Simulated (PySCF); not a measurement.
Cl5Si2, SMILES Cl[Si](Cl)[Si](Cl)(Cl)Cl, multiplicity 2.

Geometry optimised at r2SCAN-D4/def2-SVP. The isomer is the one that the SMILES or the coordinates give; other isomers of the formula were not compared. The values are those of a single conformer.

These are PySCF with TDA-PBE/def2-SVPD values and carry that method's errors.

Vertical excitations. The molecule is in vacuum.

Problem. Estimate the UV-visible absorptions. (An estimate is asked for; the answer gives what the named calculation found.)

Solution. 
```
state    energy (eV)  λ (nm)      f           main pairs
-------  -----------  ------  -----  -------------------
root 1          3.26     380  0.014     β HOMO→LUMO 94 %
root 2          3.51     354  0.001  β HOMO−1→LUMO 100 %
root 3          3.63     342  0.000  β HOMO−2→LUMO 100 %
root 4          3.74     331  0.006     α HOMO→LUMO 93 %
root 5          3.77     329  0.000   α HOMO→LUMO+1 97 %
root 6          3.88     320  0.008   β HOMO−4→LUMO 97 %
root 7          3.90     318  0.003   β HOMO−3→LUMO 90 %
root 8          4.16     298  0.013   β HOMO−5→LUMO 87 %
root 9          4.25     292  0.075   α HOMO→LUMO+2 90 %
root 10         4.36     285  0.006   β HOMO−6→LUMO 99 %
```
Unrestricted roots are not spin-pure.
